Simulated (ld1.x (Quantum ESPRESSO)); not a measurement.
# Cutoff test, Ti (Z = 22), PAW

```json
{
 "Element": "Ti (Z = 22)",
 "Generator": "ld1.x (Quantum ESPRESSO) 7.5",
 "Type": "PAW",
 "Functional": "PBE",
 "Relativity": "scalar-relativistic",
 "Frozen core": "[Ne]",
 "Valence charge": "12",
 "Reference configuration": "3s2 3p6 3d2 4s2 4p0",
 "Partial waves": "3s (bound): rcut 1.35, rcutus 1.65 bohr; 4s (bound): rcut 1.35, rcutus 1.65 bohr; 3p (bound): rcut 1.55, rcutus 2.05 bohr; 4p (bound, empty): rcut 1.55, rcutus 2.05 bohr; 3d (bound): rcut 2.45, rcutus 2.70 bohr; 3d channel at 0.15 Ry: rcut 2.45, rcutus 2.70 bohr",
 "Local potential": "all-electron potential smoothed inside 2.15 bohr (lloc = -1)",
 "Core correction": "Bessel-smoothed model core, default radius (core density twice the valence density)",
 "Augmentation charge": "PSQ, inside the norm-conserving radii"
}
```

The pseudo-atom Hamiltonian at the reference potential is diagonalised in spherical Bessel functions j_l(qr) that vanish at 20 bohr, with q² up to the cutoff. All-electron valence levels (Ry): 3s -4.6035, 4s -0.3283, 3p -2.8562, 4p -0.1078, 3d -0.3130.

Q: How do the lowest levels (Ry) of each channel move with the cutoff, and are there ghosts?

A:

| cutoff (Ry) | s #1 | s #2 | s #3 | p #1 | p #2 | d #1 | d #2 | f #1 | Σ f·Δε (mRy) |
| --- | --- | --- | --- | --- | --- | --- | --- | --- | --- |
| 8 | -4.4595 | -0.2789 | 0.0083 | -2.7231 | -0.0674 | -0.2958 | 0.0510 | 0.1040 | 1220.0 |
| 10 | -4.5338 | -0.2904 | 0.0067 | -2.7956 | -0.0721 | -0.3075 | 0.0505 | 0.1040 | 590.1 |
| 12 | -4.5724 | -0.2990 | 0.0055 | -2.8307 | -0.0755 | -0.3116 | 0.0502 | 0.1040 | 276.8 |
| 15 | -4.5912 | -0.3058 | 0.0046 | -2.8506 | -0.0800 | -0.3127 | 0.0498 | 0.1040 | 103.9 |
| 18 | -4.6013 | -0.3144 | 0.0034 | -2.8546 | -0.0836 | -0.3128 | 0.0495 | 0.1040 | 42.6 |
| 21 | -4.6028 | -0.3193 | 0.0027 | -2.8557 | -0.0885 | -0.3129 | 0.0494 | 0.1040 | 22.7 |
| 30 | -4.6031 | -0.3268 | 0.0017 | -2.8560 | -0.1062 | -0.3130 | 0.0494 | 0.1040 | 4.9 |
| 35 | -4.6033 | -0.3280 | 0.0015 | -2.8562 | -0.1073 | -0.3130 | 0.0494 | 0.1040 | 1.3 |
| 40 | -4.6034 | -0.3282 | 0.0015 | -2.8562 | -0.1073 | -0.3130 | 0.0494 | 0.1040 | 0.6 |
| 45 | -4.6034 | -0.3282 | 0.0015 | -2.8562 | -0.1075 | -0.3130 | 0.0494 | 0.1040 | 0.5 |
| 50 | -4.6034 | -0.3282 | 0.0015 | -2.8562 | -0.1077 | -0.3130 | 0.0494 | 0.1040 | 0.4 |
| 400 | -4.6035 | -0.3283 | 0.0015 | -2.8562 | -0.1078 | -0.3130 | 0.0494 | 0.1040 | 0.0 |

Result: no extra level below or beside the all-electron valence levels (s, p, d, f tested); 10 mRy is reached at 30 Ry and 1 mRy at 40 Ry.

Test run stopped at test 4 of 7 (negative rho), 1 before it not solved.
